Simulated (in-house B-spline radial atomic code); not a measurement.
**RPA and G0W0 on LC-wPBE: the europium ion Eu⁺**

Configuration [Xe] 4f7 6s1, highest spin, mean-field start LC-wPBE. Computed with a B-spline radial code for spherical atoms: all electrons, scalar-relativistic (spin-free one-electron X2C), finite nucleus, each spin shell either full or empty, empty states to l = 9 with an (l + 1/2)⁻⁴ tail; G0W0 by contour deformation at full frequency.

Without the two-electron picture change, the correlation of inner shells comes somewhat too large for so heavy an element.

RPA overbinds a lone outer s electron by self-correlation, and G0W0 tends to as well.

Command:
```bash
python run_gw.py task.json out
```
Settings (radii: box in bohr, nucleus in fm):
```
Z                        63
electrons                62
configuration            [Xe] 4f7 6s1
hamiltonian              x2c
method                   lc_wpbe
lmax                     9
rms_radius               5.1115
spin_polarised           True
box_radius               23.78
intervals                70
ion_configuration        [Xe] 4f7
```

Run time, properties included: 27 s on 1 thread of Arm Neoverse N1, on a shared host.

Energies (hartree):

| term | value |
| --- | --- |
| mean-field total | -10843.08478 |
| Hartree-Fock functional on these orbitals | -10839.45196 |
| direct second order | -5.9792 |
| second-order exchange | 1.5868 |
| SOSEX correction | 1.4666 |

(1) What is the RPA correlation energy, and what remains with SOSEX?

Quasi-particle levels (eV):

```csv
level,occupied,mean field,Σx - vxc,Σc,QP weight,G0W0
6s up,yes,-11.122,0.59,?,?,?
4f up,yes,-15.311,-5.70,3.00,0.865,-18.005
5p down,yes,-33.01,-0.86,-0.57,0.916,-34.43
6s down,no,-5.142,0.79,-1.18,0.953,-5.534
```

G0W0 = mean field + (Σx - vxc) + Σc, with Σc (partial-wave tail included) taken at the quasi-particle energy. Only the outer levels were computed. Levels of low weight are left out.

(2) Where does G0W0 put 6s up?

(3) What does it cost to remove one electron (to [Xe] 4f7) by differences of total energies, each species on its own start (correlation terms add to the Hartree-Fock functional)?

Results:

(1) RPA gives -5.1553 hartree (-2.26 eV per electron); RPA + SOSEX gives -3.6887, and the second-order doubles -4.3924 hartree (no singles). SOSEX takes back 28 % of the RPA value.

(2) At -11.583 eV, with Σc = -1.05 eV and a quasi-particle weight of 0.963. The tabulated removal energy is 11.24 ± 0.006 eV (NIST, semi-empirical); the calculation leaves out spin-orbit coupling, Breit and QED terms, and what these don't explain is the method's own error.

(3) LC-wPBE 11.041 eV, Hartree-Fock functional 10.360 eV, + RPA 11.366 eV, + RPA + SOSEX 11.006 eV, + second order 11.587 eV. Tabulated: 11.24 ± 0.006 eV (NIST, semi-empirical); the calculation leaves out spin-orbit coupling, Breit and QED terms, and what these don't explain is the method's own error.
